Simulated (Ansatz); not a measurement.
Process, species as SMILES: [BH2] (BH2) → B atom + 2 H atom
B3LYP-D3(BJ)/def2-TZVP geometries, fixed; electronic energies without zero-point terms.
Largest species:
```
B
H 1 1.1869
H 1 1.1869 2 129.56
```
Charge 0, spin multiplicity 2.

Basis-set convergence of the atomisation energy at PBE with Ansatz (a first-principles code). Cartesian d functions, on some or all atoms, in 6-31G*, 6-31G**; all else is spherical. The program fits the integrals of some runs and decomposes those of others, by size. Open shells are unrestricted. No added dispersion term, no relativity. Functions are those of the species that has most. Reference: the value in aug-cc-pV5Z, 171.75 kcal/mol, itself unsure by roughly 0.06 kcal/mol (its mean distance from pcseg-4, aug-pcseg-3, aug-cc-pVQZ). Deviations are taken from unrounded values.

```csv
basis,functions
STO-3G,7
3-21G,13
6-31G,13
6-31G*,19
6-31G**,25
6-311G**,30
def2-SVPD,36
aug-cc-pVDZ,41
def2-TZVPD,55
jun-cc-pV(T+d)Z,67
def2-TZVPPD,71
aug-cc-pVTZ,92
def2-QZVPPD,129
aug-cc-pVQZ,172
aug-cc-pV5Z,287
```

### Question
Which is the smallest set listed that can be trusted to 2 kcal/mol here, that is, within that of the reference together with its larger relatives (same family, alike in diffuse functions; a set with none to test it counts only in the reference's own line)?

### Answer
The smallest set listed that lies within 2 kcal/mol of the reference with all its larger relatives (same family, alike in diffuse functions; a set with none counts only in the reference's own line) is def2-SVPD (36 functions, 0.28 kcal/mol off). Inside the window by cancellation, since a larger relative falls out: 3-21G, 6-31G, 6-31G*. Inside, with no larger relative to test it: 6-311G**. Value minus reference: STO-3G 64.31, 3-21G -0.95, 6-31G -0.70, 6-31G* 1.43, 6-31G** 2.38, 6-311G** -0.45, def2-SVPD 0.28, aug-cc-pVDZ -3.28, def2-TZVPD -0.19, jun-cc-pV(T+d)Z -0.11, def2-TZVPPD 0.02, aug-cc-pVTZ -0.24, def2-QZVPPD -0.07, aug-cc-pVQZ 0.08, aug-cc-pV5Z 0.00 kcal/mol.
